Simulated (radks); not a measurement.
The boron ion B2+ inside a hard spherical wall (all orbitals vanish at R), configuration held at [He] 2s1 and not refilled when levels cross. Method: scalar-relativistic Kohn-Sham, LDA (Slater exchange, Perdew-Wang correlation), spin-polarised, spherical densities, point nucleus; open shells are filled with parallel spins first; computed with a radial shooting solver on a logarithmic mesh with Libxc functionals. Eigenvalues in eV for spin up, with the zero of energy where the potential of the charges vanishes at infinity; a dash marks a level that is unbound or too diffuse for the functional's potential to be trusted. A positive occupied level is held by the wall or, in an anion where self-interaction has pushed it up, behind a barrier. The pressure on the wall is -dE/dV.

R (bohr)  E (hartree)  kinetic (hartree)    e(1s)    e(2s)  e(2p, empty)  e(3s, empty)  pressure (GPa)
free        -23.14228             23.030  -209.33  -32.369       -26.490       -10.425               0
15          -23.14228             23.030  -209.33  -32.369       -26.490       -10.425        < 0.0001
12          -23.14228             23.030  -209.33  -32.369       -26.490       -10.423        < 0.0001
7           -23.14227             23.030  -209.33  -32.369       -26.489        -9.810        0.000653
3.5         -23.11248             23.227  -208.38  -31.195       -25.226        12.349            12.5
3           -23.05497             23.495  -207.28  -29.235       -23.417        29.529            48.1
2.5         -22.89247             24.088  -205.23  -24.085       -19.154        62.504             197
2           -22.41744             25.463  -201.47   -9.800        -8.674        131.84             926
1.5         -20.85891             29.127  -194.08   35.204        20.222        301.12            5820
